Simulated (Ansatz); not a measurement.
Isolated molecules relaxed with PBE0-D4/def2-TZVP in Ansatz; ΔE leaves out vibrations. CCSD(T)/CBS is the MP2 limit (def2-TZVPP, def2-QZVPP) plus CCSD(T) − MP2 in def2-TZVPP, frozen cores. This one scheme is used for every species, atoms too. For atomizations the MP2-based limit and the directly extrapolated one differ by several kJ/mol either way, and by 10 to 25 for some Ge, Se and Sn compounds, so smaller differences from it don't rank the levels. DFT in def2-TZVPP. No spin–orbit coupling; open shells (•) take unrestricted orbitals. Spin–orbit coupling would lower the free atoms: a little for C, Si; clearly for Ge. Bonds to Ge are less sure, by a few kJ/mol each and by 10 to 20 or more in all where they break to atoms, as the def2 sets lack core-valence functions. Scalar relativity is left out up to krypton. Each species was taken in one conformer, which may not be the lowest.

`C[SiH2][N]([GeH3])[SiH](C)C` → 3 C• + Ge• + 15 H• + N• + 2 Si•  (atomization)

Q: What is ΔE at CCSD(T)/CBS? (Best estimate.)

A: Computed: +1848.6 kcal/mol.

Q: What do these levels give: PBE-D4, r2SCAN-D4, B97M-V, r2SCANh-D4, ωB97X-V, PBE, r2SCAN, CCSD(T)/def2-SVP, HF/def2-TZVPP, HF/def2-QZVPP, MP2/CBS(def2), CCSD/CBS(def2)? (Estimate.)

A: Ansatz gave: PBE-D4 1848.9, r2SCAN-D4 1844.6, B97M-V 1854.1, r2SCANh-D4 1839.0, ωB97X-V 1854.8, PBE 1834.0, r2SCAN 1840.6, CCSD(T)/def2-SVP 1740.6, HF/def2-TZVPP 1385.9, HF/def2-QZVPP 1388.3, MP2/CBS(def2) 1852.2, CCSD/CBS(def2) 1828.6 kcal/mol.

Largest T1 diagnostic among the species: 0.012.

In def2-TZVPP, CCSD(T) changes the Hartree–Fock value by +421.1 kcal/mol (the triples alone add +20.1 kcal/mol) and MP2 by +424.7 kcal/mol; breaking electron pairs costs correlation energy, which Hartree–Fock lacks. The D4 term adds +23.8 kcal/mol with B3LYP and +12.9 kcal/mol with PBE0; it sums over pairs of atoms, weighted by their polarisabilities, and B3LYP, whose exchange is more repulsive, gets the larger term.

B3LYP here is the variant with VWN-RPA as its local correlation; programs differ in this.
